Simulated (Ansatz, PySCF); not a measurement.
CH8O3Si2, SMILES C[Si](O)(O)[SiH2]O. Atoms are numbered in the order given.

```xyz
14

C      2.1713     0.5186     0.9072
Si     0.5177    -0.2339     0.4575
O     -0.4923    -0.0192     1.7757
O      0.6906    -1.8431     0.0177
Si    -0.7484     0.7431    -1.2522
O     -2.2338     0.7074    -0.4309
H      2.0695     1.5984     1.1015
H      2.9115     0.3751     0.1038
H      2.5687     0.0525     1.8255
H     -1.4173     0.0914     1.4887
H      1.1065    -2.4192     0.6760
H     -0.8273    -0.0023    -2.5432
H     -0.3671     2.1494    -1.5924
H     -3.0163     1.0369    -0.8946
```

Geometry: TPSSh-D3(BJ)/def2-SVP. This is a generated structure with no PubChem entry under its InChIKey; it may be hypothetical. Other conformers were not sampled.

Two levels are set side by side: PBE-D3(BJ)/def2-SVP (Ansatz, an electronic-structure program) and TPSSh-D3(BJ)/def2-SVP (PySCF). Each level has its own optimised geometry; the coordinates shown are those of the second. Frequencies come from the Hessian of PySCF at each geometry. Differences are taken from unrounded values.

| quantity | TPSSh-D3(BJ) | PBE-D3(BJ) | PBE-D3(BJ) minus TPSSh-D3(BJ) |
|---|---|---|---|
| mean bond length (Å) | 1.421 | 1.430 | 0.009 |
| bond C1–Si2 (Å) | 1.872 | 1.876 | 0.004 |
| bond Si2–O3 (Å) | 1.675 | 1.685 | 0.010 |
| bond Si2–O4 (Å) | 1.677 | 1.688 | 0.010 |
| bond Si2–Si5 (Å) | 2.341 | 2.349 | 0.008 |
| bond Si5–O6 (Å) | 1.698 | 1.710 | 0.012 |
| bond C1–H7 (Å) | 1.102 | 1.109 | 0.007 |
| bond C1–H8 (Å) | 1.102 | 1.108 | 0.006 |
| bond C1–H9 (Å) | 1.104 | 1.111 | 0.007 |
| bond O3–H10 (Å) | 0.975 | 0.982 | 0.007 |
| bond O4–H11 (Å) | 0.969 | 0.974 | 0.006 |
| bond Si5–H12 (Å) | 1.493 | 1.510 | 0.017 |
| bond Si5–H13 (Å) | 1.496 | 1.513 | 0.017 |
| bond O6–H14 (Å) | 0.967 | 0.973 | 0.005 |
| highest harmonic wavenumber (cm⁻¹) | 3826 | 3756 | -70 |
| mean harmonic wavenumber (cm⁻¹) | 1185 | 1152 | -32 |
| zero-point energy (kcal/mol) | 60.96 | 59.29 | -1.67 |

Exact exchange shortens and stiffens bonds; PBE has none. Differences between two approximate levels are no errors against the true value.
